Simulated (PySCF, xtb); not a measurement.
NbF4, SMILES [F][Nb+]([F])([F])[F], charge +1, multiplicity 1.

Harmonic wavenumbers (cm⁻¹) from GFN2-xTB (xtb 6.7.1) at its own minimum, in rising order: 158, 158, 158, 172, 172, 513, 567, 567, 568.

Problem. What does PBE-D3(BJ)/def2-SVP (PySCF) give at its own minimum? (The exact figures need the calculation; the answer reports its results.)

Solution. 184, 184, 184, 185, 185, 759, 807, 807, 807. Paired by order, the mean absolute difference is 119 cm⁻¹ and the zero-point energies are 4.3 and 5.9 kcal/mol.
